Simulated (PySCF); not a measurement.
A geometry optimisation, step by step.

Compound: VHCl3 (doublet state).
Bonds: V1–Cl3, V1–Cl4, V1–Cl5. Hydrogens: H2 on V1.

Computed by this run: PBE0-D3(BJ)/def2-SVP geometry optimisation, gas phase (PySCF); unrestricted, density fitting, grid level 1; the optimiser is geomeTRIC in internal coordinates, started from a GFN2-xTB structure with every atom displaced at random (about 0.03 Å). The frame can shift and turn from step to step; on so coarse a grid that alone can change the energy by a few meV, and forces under 0.02 eV/Å are noise.

Step 0: E = -63241.1070 eV, largest atomic force 7.566 eV/Å
```
atom  x, y, z in Å  |  force x, y, z in eV/Å
V1      0.119   -0.177   -0.049   -5.245   1.687   0.298
H2      0.013   -0.065    1.423    0.090   0.042   1.841
Cl3     1.927    0.142   -0.461    7.381   0.811  -1.453
Cl4    -0.859    1.660   -0.509   -0.326   0.326   0.026
Cl5    -1.125   -1.671   -0.467   -1.899  -2.866  -0.713
```

Step 1: E = -63242.1424 eV, largest atomic force 1.968 eV/Å
```
atom  x, y, z in Å  |  force x, y, z in eV/Å
V1      0.076   -0.118   -0.113   -1.761   0.811   0.339
H2      0.034   -0.070    1.471    0.080  -0.075  -0.051
Cl3     2.064    0.115   -0.444    1.866   0.068  -0.242
Cl4    -0.950    1.732   -0.493    0.043  -0.224   0.042
Cl5    -1.149   -1.769   -0.483   -0.228  -0.579  -0.087
```

Step 2: E = -63242.2353 eV, largest atomic force 0.793 eV/Å
```
atom  x, y, z in Å  |  force x, y, z in eV/Å
V1      0.055   -0.086   -0.131   -0.738   0.255   0.143
H2      0.047   -0.079    1.453    0.030  -0.054  -0.060
Cl3     2.101    0.129   -0.423    0.679   0.008  -0.078
Cl4    -1.008    1.734   -0.488    0.005  -0.111   0.000
Cl5    -1.121   -1.808   -0.473    0.024  -0.099  -0.006
```

Step 3: E = -63242.2536 eV, largest atomic force 0.146 eV/Å
```
atom  x, y, z in Å  |  force x, y, z in eV/Å
V1      0.042   -0.063   -0.136   -0.140  -0.028   0.033
H2      0.055   -0.093    1.443    0.003  -0.033  -0.013
Cl3     2.120    0.151   -0.411    0.101  -0.008  -0.015
Cl4    -1.060    1.724   -0.491   -0.028  -0.008  -0.016
Cl5    -1.083   -1.829   -0.467    0.065   0.077   0.011
```

Step 4: E = -63242.2551 eV, largest atomic force 0.075 eV/Å
```
atom  x, y, z in Å  |  force x, y, z in eV/Å
V1      0.040   -0.055   -0.134   -0.003  -0.037   0.000
H2      0.057   -0.104    1.444   -0.002  -0.023   0.002
Cl3     2.124    0.159   -0.409   -0.014  -0.009  -0.002
Cl4    -1.079    1.720   -0.493   -0.021   0.005  -0.009
Cl5    -1.068   -1.829   -0.470    0.040   0.064   0.009
```

Step 5: E = -63242.2555 eV, largest atomic force 0.046 eV/Å
```
atom  x, y, z in Å  |  force x, y, z in eV/Å
V1      0.040   -0.050   -0.131    0.044  -0.005  -0.011
H2      0.057   -0.117    1.446   -0.003  -0.013   0.005
Cl3     2.126    0.164   -0.410   -0.044  -0.006   0.003
Cl4    -1.090    1.718   -0.494   -0.007   0.003  -0.001
Cl5    -1.059   -1.825   -0.474    0.009   0.021   0.003
```

Step 6: E = -63242.2555 eV, largest atomic force 0.036 eV/Å
```
atom  x, y, z in Å  |  force x, y, z in eV/Å
V1      0.041   -0.048   -0.129    0.033   0.014  -0.007
H2      0.057   -0.126    1.448   -0.001  -0.006   0.002
Cl3     2.126    0.165   -0.411   -0.027  -0.003   0.003
Cl4    -1.093    1.719   -0.492    0.001   0.000   0.003
Cl5    -1.056   -1.820   -0.477   -0.006  -0.006  -0.002
```

Step 7: E = -63242.2555 eV, largest atomic force under 0.02 eV/Å
```
atom  x, y, z in Å  |  force x, y, z in eV/Å
V1      0.042   -0.047   -0.129    0.010   0.015  -0.001
H2      0.058   -0.132    1.448    0.001  -0.003   0.000
Cl3     2.125    0.165   -0.412   -0.006   0.000   0.001
Cl4    -1.093    1.721   -0.489    0.003   0.000   0.003
Cl5    -1.057   -1.817   -0.480   -0.008  -0.012  -0.003
```

Question: Summarise the path.

Answer: The energy falls by 26.48 kcal/mol from step 0 to step 7; nine tenths of that is first reached at step 1. It never rises by more than 0.2 meV. The largest force goes from 7.566 to under 0.02 eV/Å. Among the bonds V1–Cl3 changes most, from 1.881 to 2.113 Å; the atoms move by 0.160 Å rms after alignment.

Question: Follow the three bonds and two angles with the largest change from start to end.

Answer: 
| step | E above end (kcal/mol) | largest force (eV/Å) | V1–Cl3 (Å) | V1–Cl5 (Å) | V1–H2 (Å) | Cl3–V1–Cl4 (°) | H2–V1–Cl3 (°) |
| --- | --- | --- | --- | --- | --- | --- | --- |
| 0 | 26.48 | 7.566 | 1.881 | 1.989 | 1.480 | 104.3 | 105.9 |
| 1 | 2.61 | 1.968 | 2.028 | 2.089 | 1.586 | 109.9 | 100.7 |
| 2 | 0.46 | 0.793 | 2.077 | 2.113 | 1.584 | 112.2 | 98.3 |
| 3 | 0.04 | 0.146 | 2.107 | 2.120 | 1.580 | 113.8 | 97.1 |
| 4 | 0.01 | 0.075 | 2.113 | 2.118 | 1.579 | 114.3 | 97.1 |
| 5 | 0.00 | 0.046 | 2.115 | 2.115 | 1.579 | 114.6 | 97.2 |
| 6 | 0.00 | 0.036 | 2.114 | 2.113 | 1.579 | 114.8 | 97.3 |
| 7 | 0.00 | under 0.02 | 2.113 | 2.113 | 1.579 | 114.8 | 97.4 |

What follows is the cost of the whole optimisation. On an Arm Neoverse N1 with one thread, shared host with 64 logical CPUs at a one-minute load of 21, this took 2.0 min wall and 0.40 GiB of memory at its peak.
